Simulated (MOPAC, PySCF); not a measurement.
Dissociation curve of NaI, singlet.

- NEVPT2 = SC-NEVPT2 on CASSCF(8,5)/def2-TZVP, all electrons correlated, def2 effective core potentials past Kr in PySCF
- AM1, restricted, heats of formation (MOPAC)
- UCCSD = PySCF 2.14.0 with CCSD on UHF/def2-TZVP, 5 core orbitals frozen, def2 effective core potentials past Kr

Energies are in kJ/mol, each relative to the lowest point of its own curve near equilibrium.

```csv
R / Å,NEVPT2,AM1,UCCSD
2.05,232.6,385.0,239.5
2.19,118.5,199.4,123.9
2.33,52.0,89.3,56.0
2.42,26.6,46.6,29.7
2.56,5.7,10.5,7.3
2.65,0.6,1.5,1.3
2.71,0.0,0.0,0.0
2.77,1.1,1.3,0.4
2.86,4.0,7.4,3.4
2.96,10.4,18.5,9.4
3.18,30.7,52.0,28.9
3.34,48.3,79.7,46.0
3.69,89.0,139.0,85.8
4.10,134.4,197.4,130.2
4.52,175.2,243.1,170.0
4.87,204.9,272.6,198.2
5.47,245.5,310.1,237.7
6.00,271.2,334.1,—
6.57,290.6,353.6,—
7.40,315.6,374.4,—
8.19,334.9,388.8,—
```

At the longest distance, 8.19 Å, AM1 lies highest above its minimum (388.8 kJ/mol) and NEVPT2 lowest (334.9 kJ/mol).

Dashes: no converged value, or the column stops at the first point that the program doubted or that broke a chosen test of continuity, which isn't proof of a fault.

The restricted form behind AM1 keeps the bonding electrons paired and can't separate into open-shell fragments. The unrestricted determinant behind UCCSD is spin-contaminated at 6.00 to 8.19 Å (<S²> up to 1.0, against 0.00 for a pure singlet).
